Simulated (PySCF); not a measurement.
All of these have the formula C6H8N2O. The calculation used TDDFT CAM-B3LYP/def2-SVPD, vertical, gas phase, core orbitals frozen in the response (PySCF 2.14.0, density-fitted response routines). Geometries: GFN2-xTB; one conformer of each isolated species. Triplets are in the Tamm–Dancoff approximation.

A. `Cc1nc(C2CC2)no1`
B. `COC1=NN=CC(C)=C1`
C. `Cc1n[nH]c(C=O)c1C`
D. `COc1nccnc1C`

Lowest singlet levels (six at most, fewer where fewer were computed) with oscillator strengths:

1. 320 nm (f 0.004); 262 nm (f 0.000); 234 nm (f 0.047); 201 nm (f 0.052); 189 nm (f 0.001); 185 nm (f 0.026); T1 3.12 eV
2. 269 nm (f 0.004); 247 nm (f 0.155); 225 nm (f 0.000); 204 nm (f 0.000); 203 nm (f 0.204); 186 nm (f 0.001); T1 3.71 eV
3. 195 nm (f 0.005); 185 nm (f 0.105); 169 nm (f 0.000); 166 nm (f 0.050); 164 nm (f 0.006); 157 nm (f 0.622); T1 4.56 eV
4. 312 nm (f 0.000); 249 nm (f 0.084); 238 nm (f 0.294); 216 nm (f 0.003); 178 nm (f 0.000); 171 nm (f 0.002); T1 3.36 eV

Question: Match each spectrum to its molecule.

Answer: 1 = B, 2 = D, 3 = A, 4 = C.
- A: S1 at 6.36 eV, HOMO-1→LUMO (96%); Löwdin shares by element: HOMO nitrogen 31% or more, carbon 26% or more, oxygen 10% (atoms not listed hold the other 33%); LUMO nitrogen 29%, carbon 26% or more, oxygen 17% (atoms not listed hold the other 28%); HOMO -8.93 and LUMO 0.72 eV.
- B: S1 at 3.88 eV, HOMO→LUMO (97%); Löwdin shares by element: HOMO nitrogen 74%, carbon 15% or more; LUMO carbon 39% or more, nitrogen 37% (atoms not listed hold the other 24%); HOMO -8.00 and LUMO -0.09 eV.
- C: S1 at 3.98 eV, HOMO-2→LUMO (93%); Löwdin shares by element: HOMO carbon 54% or more, nitrogen 16% or more (atoms not listed hold the other 30%); LUMO carbon 37% or more, oxygen 22%, nitrogen 11% or more (atoms not listed hold the other 30%); HOMO -8.69 and LUMO -0.86 eV.
- D: S1 at 4.62 eV, HOMO-1→LUMO (98%); Löwdin shares by element: HOMO carbon 48% or more, oxygen 18% (atoms not listed hold the other 34%); LUMO nitrogen 46%, carbon 29% or more (atoms not listed hold the other 25%); HOMO -8.14 and LUMO -0.02 eV; point group Cs, 2 of its 6 listed states under f = 0.0005.
B and C have S1 within 0.11 eV of each other; their strongest listed levels stand at 6.16 eV (f 0.052) and 5.21 eV (f 0.294).
